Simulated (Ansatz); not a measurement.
Species: GaH, charge 0, multiplicity 1. 
Structure (B3LYP-D3(BJ)/def2-TZVP (Ansatz, an electronic-structure program) minimum search):
```xyz
2

Ga     0.0000     0.0000    -0.0528
H      0.0000     0.0000     1.6363
```
Charge 0, spin multiplicity 1.

Dipole moments at this geometry, in debye (magnitudes).

```csv
level,program,dipole (D)
PBE/def2-TZVPD,Ansatz,0.49
BLYP/def2-TZVPD,Ansatz,0.61
B97M-V/def2-TZVPD,Ansatz,0.59
r2SCANh/def2-TZVPD,Ansatz,0.40
r2SCAN0/def2-TZVPD,Ansatz,0.38
HSE06/def2-TZVPD,Ansatz,0.41
CAM-B3LYP/def2-TZVPD,Ansatz,0.50
wB97M-V/def2-TZVPD,Ansatz,0.49
wB97X-V/def2-TZVPD,Ansatz,0.38
CCSD(T)/aug-cc-pVDZ,Ansatz,0.39
```
